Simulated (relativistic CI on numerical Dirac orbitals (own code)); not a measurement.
**Forbidden lines of Sr¹⁹⁺**

These numbers are calculated, not measured: Dirac-Coulomb-Breit CI, separate exchange-only KLI orbitals for each configuration, model QED, unscaled Slater integrals (own radial code, finite nucleus).

CI space (outside the closed core [Ne]): 3s2 3p6 3d, 3s2 3p5 3d2, 3s 3p6 3d2, 3s2 3p6 4s, 3s2 3p6 4p, 3s2 3p6 4d, 3s2 3p6 4f, 3s2 3p5 3d 4s, 3s2 3p5 3d 4p, 3s2 3p5 3d 4d, 3s2 3p6 5s, 3s 3p6 3d 4s, 3s2 3p6 5p, 3s 3p6 3d 4p, 3s2 3p5 3d 4f, 3s2 3p6 5d, 3p6 3d2 4p, 3s2 3p6 5f, 3s2 3p6 5g, 3s 3p6 3d 4d, 3s2 3p6 6s, 3p6 3d3, 3p5 3d4, 3p6 3d2 4s, 3p5 3d3 4s, 3p6 3d2 4d, 3p5 3d3 4d. Double excitations out of closed p, d and f shells are left out; levels of such configurations are missing from the list, as are those of other unlisted configurations, and high levels can miss mixing partners. These lack a partner that the ground configuration has and come out too high: 3s2 3p5 3d 4p, 3s2 3p5 3d 4f.

| λ vac (nm) | Lower | Upper | Type | A (s⁻¹) | gf | Branching (%) |
| --- | --- | --- | --- | --- | --- | --- |
| 2.9962 | 3s2 3p5 3d2 4G°_11/2 [10] | 3p5 3d4 2K°_15/2 [333] | E2 | 9.66e+03 | 2.08e-08 | n/a |
| 3.0387 | 3s2 3p5 3d2 4G°_11/2 [10] | 3p5 3d4 4I°_15/2 [299] | E2 | 5.40e+04 | 1.20e-07 | n/a |
| 3.0567 | 3s2 3p5 3d2 2H°_11/2 [21] | 3p5 3d4 2K°_15/2 [333] | E2 | 8.12e+04 | 1.82e-07 | n/a |
| 3.1010 | 3s2 3p5 3d2 2H°_11/2 [21] | 3p5 3d4 4I°_15/2 [299] | E2 | 9.14e+03 | 2.11e-08 | n/a |
| 3.9649 | 3s2 3p5 3d2 4D°_5/2 [5] | 3s2 3p5 3d 4s 4F°_9/2 [77] | E2 | 6.90e+06 | 1.63e-05 | 4.4 |
| 3.9903 | 3s2 3p5 3d2 4D°_7/2 [6] | 3s2 3p5 3d 4s 4F°_9/2 [77] | E2 | 2.20e+07 | 5.25e-05 | 14.0 |
| 4.0204 | 3s2 3p5 3d2 4G°_9/2 [7] | 3s2 3p5 3d 4s 4F°_9/2 [77] | E2 | 2.37e+07 | 5.75e-05 | 15.1 |
| 4.0237 | 3s2 3p6 3d 2D_3/2 [1] | 3s2 3p6 4s 2S_1/2 [64] | E2 | 7.72e+07 | 3.75e-05 | 5.5 |
| 4.0268 | 3s2 3p5 3d2 4G°_11/2 [10] | 3s2 3p5 3d 4s 4F°_9/2 [77] | E2 | 6.28e+07 | 1.53e-04 | 40.0 |
| 4.0470 | 3s2 3p5 3d2 4P°_5/2 [11] | 3s2 3p5 3d 4s 4F°_9/2 [77] | E2 | 1.12e+07 | 2.74e-05 | 7.1 |
| 4.0582 | 3s2 3p6 3d 2D_5/2 [2] | 3s2 3p6 4s 2S_1/2 [64] | E2 | 1.15e+08 | 5.69e-05 | 8.3 |
| 4.0964 | 3s2 3p5 3d2 4F°_9/2 [17] | 3s2 3p5 3d 4s 4F°_9/2 [77] | E2 | 6.08e+06 | 1.53e-05 | 3.9 |
| 4.2521 | 3s2 3p5 3d2 4D°_7/2 [29] | 3s2 3p5 3d 4s 4F°_9/2 [77] | E2 | 3.78e+06 | 1.03e-05 | 2.4 |
| 5.5993 | 3s 3p6 3d2 2G_7/2 [57] | 3p6 3d3 2D_3/2 [110] | E2 | 1.56e+07 | 2.94e-05 | n/a |
| 5.9088 | 3s 3p6 3d2 4F_9/2 [51] | 3p6 3d3 4F_9/2 [75] | E2 | 2.12e+07 | 1.11e-04 | n/a |
| 6.0127 | 3s 3p6 3d2 2G_9/2 [58] | 3p6 3d3 2H_11/2 [90] | E2 | 1.58e+07 | 1.03e-04 | n/a |
| 6.0971 | 3s 3p6 3d2 2F_7/2 [60] | 3p6 3d3 2H_11/2 [90] | E2 | 1.18e+07 | 7.91e-05 | n/a |
| 11.685 | 3s2 3p6 3d 2D_5/2 [2] | 3s2 3p5 3d2 4F°_9/2 [17] | M2 | 4.00e+02 | 8.18e-09 | 29.0 |
| 47.104 | 3s2 3p5 3d2 4G°_11/2 [10] | 3s2 3p5 3d2 2G°_9/2 [39] | M1 | 1.72e+03 | 5.73e-07 | 6.0 |
| 57.208 | 3s2 3p5 3d2 4D°_7/2 [6] | 3s2 3p5 3d2 2G°_9/2 [32] | M1 | 1.05e+03 | 5.16e-07 | 3.8 |
| 58.794 | 3s2 3p5 3d2 4F°_9/2 [17] | 3s2 3p5 3d2 2G°_9/2 [39] | M1 | 1.76e+03 | 9.14e-07 | 6.2 |
| 65.749 | 3s2 3p5 3d2 4G°_11/2 [10] | 3s2 3p5 3d2 2G°_9/2 [32] | M1 | 1.83e+04 | 1.19e-05 | 66.2 |
| 68.375 | 3s2 3p5 3d2 2H°_11/2 [21] | 3s2 3p5 3d2 2G°_9/2 [39] | M1 | 1.58e+04 | 1.11e-05 | 55.4 |
| 91.005 | 3s2 3p5 3d2 4F°_9/2 [17] | 3s2 3p5 3d2 2G°_9/2 [32] | M1 | 5.00e+03 | 6.20e-06 | 18.0 |
| 93.951 | 3s2 3p5 3d2 2H°_9/2 [25] | 3s2 3p5 3d2 2G°_9/2 [39] | M1 | 5.91e+03 | 7.82e-06 | 20.7 |
| 111.31 | 3s2 3p5 3d2 2G°_7/2 [28] | 3s2 3p5 3d2 2G°_9/2 [39] | M1 | 1.50e+03 | 2.78e-06 | 5.2 |
| 114.95 | 3s2 3p5 3d2 2F°_7/2 [20] | 3s2 3p5 3d2 2G°_9/2 [32] | M1 | 8.66e+02 | 1.72e-06 | 3.1 |
| 154.04 | 3s2 3p5 3d2 4D°_7/2 [6] | 3s2 3p5 3d2 4F°_9/2 [17] | M1 | 6.05e+02 | 2.15e-06 | 43.9 |
| 216.74 | 3s2 3p5 3d2 4G°_9/2 [7] | 3s2 3p5 3d2 4F°_9/2 [17] | M1 | 2.27e+02 | 1.60e-06 | 16.5 |
| 251.17 | 3s2 3p5 3d2 2H°_11/2 [21] | 3s2 3p5 3d2 2H°_9/2 [25] | M1 | 5.48e+02 | 5.18e-06 | 56.2 |

Terms are leading LS components. Brackets give the number of a level in order of energy, since labels repeat. The list gives strong lines, with weight on those to low levels, among the lowest 400 of 1925 levels, so that lines to higher ones, which can be the strongest, are missing. Levels whose partners in the same complex of configurations lie outside the list can be far off, and so can their lines. Rates are taken at the computed energies, electric ones in the length gauge.

At this charge energies of transitions that change n are usually good to better than 1 %, and those within a shell (Δn = 0) to a few per cent.

LS names give the leading component of a level, which can be under half, so a name can repeat, a term be missing and a line seem to break the LS rules.
